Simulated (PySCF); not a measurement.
Computed IR spectrum (relative IR intensity) of a molecule C6H8N2. Geometry optimised at PBE0-D3(BJ)/def2-SVP. The values are those of a single conformer. These are PBE0-D3(BJ)/def2-SVP (PySCF) values and carry that method's errors. No scaling factor is applied to the harmonic values.

ν (cm⁻¹): 253 (w), 518 (m), 588 (vs), 845 (w), 1147 (vw), 1309 (m), 1405 (w), 1578 (m), 1639 (s), 3185 (w), 3201 (w), 3601 (w), 3706 (w) (against the strongest line: vs over 80 %, s over 45 %, m over 15 %, w over 4 %, vw less)

Task: Identify the compound among the candidates.
A. Nc1ccc(N)cc1
B. Cc1cncc(C)n1
C. Cc1cnc(C)nc1
D. CCc1ncccn1

Result: A, Nc1ccc(N)cc1
